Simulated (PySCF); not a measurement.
Radiative rates from a computed spectrum

Species: C₅H₈F₂O.
Geometry (PBE0-D3(BJ)/def2-SVP, Å), atoms numbered from 1 in this order:
```
atom  x, y, z in Å
C1    -2.5501   -0.3681   -0.3008
C2    -1.2587    0.3931   -0.2263
F3    -0.8956    0.8269   -1.4625
F4    -1.4194    1.5258    0.5097
O5    -0.2844   -0.3822    0.3135
C6     0.9569    0.2329    0.5337
C7     2.1259   -0.6851    0.5496
C8     1.9474    0.2876   -0.5842
H9    -3.3224    0.2730   -0.7437
H10   -2.4120   -1.2621   -0.9213
H11   -2.8543   -0.6707    0.7088
H12    0.9127    1.0604    1.2482
H13    1.9114   -1.7368    0.3444
H14    2.9109   -0.5105    1.2891
H15    2.6019    1.1605   -0.6477
H16    1.6215   -0.1127   -1.5461
```

Method: TDDFT CAM-B3LYP/def2-SVPD, vertical, gas phase, core orbitals frozen in the response in PySCF 2.14.0, density-fitted response routines.

Computed singlets with f of 0.002 or more:

| state | λ (nm) | f |
| --- | --- | --- |
| S1 | 154.4 | 0.0073 |
| S2 | 146.8 | 0.011 |
| S3 | 145.7 | 0.0037 |
| S4 | 141.8 | 0.0066 |
| S5 | 141.0 | 0.016 |
| S6 | 138.3 | 0.016 |

Task: Give A, τ, |μ| and ∫σ dE for each state.

Result: For one non-degenerate pair of states in vacuum, A = 0.6670 f ν̃² s⁻¹ with ν̃ in cm⁻¹, τ = 1/A, |μ|² = 3f / (2ΔE) in atomic units, and the integrated cross-section is ∫σ dE = 109.76 f Mb·eV.

```json
{"state": "S1", "A (s⁻¹)": "2.1×10⁷", "τ": "49 ns", "|μ| (D)": "0.49", "∫σ dE (Mb·eV)": "0.81"}
{"state": "S2", "A (s⁻¹)": "3.5×10⁷", "τ": "28 ns", "|μ| (D)": "0.60", "∫σ dE (Mb·eV)": "1.3"}
{"state": "S3", "A (s⁻¹)": "1.2×10⁷", "τ": "86 ns", "|μ| (D)": "0.34", "∫σ dE (Mb·eV)": "0.41"}
{"state": "S4", "A (s⁻¹)": "2.2×10⁷", "τ": "46 ns", "|μ| (D)": "0.45", "∫σ dE (Mb·eV)": "0.73"}
{"state": "S5", "A (s⁻¹)": "5.3×10⁷", "τ": "19 ns", "|μ| (D)": "0.69", "∫σ dE (Mb·eV)": "1.7"}
{"state": "S6", "A (s⁻¹)": "5.6×10⁷", "τ": "18 ns", "|μ| (D)": "0.69", "∫σ dE (Mb·eV)": "1.8"}
```

Only emission to the ground state at the vertical energy is counted.

Task: Suppose S1 emitted 0.3 eV lower with the same transition dipole. How would A change?

Result: At fixed |μ|, A goes as the cube of the energy: (7.73/8.03)³ = 0.89, which makes τ about 55 ns.

Task: How much energy does a mole of photons resonant with S6 carry?

Result: 8.964 eV × 96.485 = 865 kJ/mol (207 kcal/mol).

Task: What is the integrated cross-section of all computed states together?

Result: Σf = 0.061 over S1 to S6, so 109.76 × Σf ≈ 6.72 Mb·eV.

One conformer stands for the species.
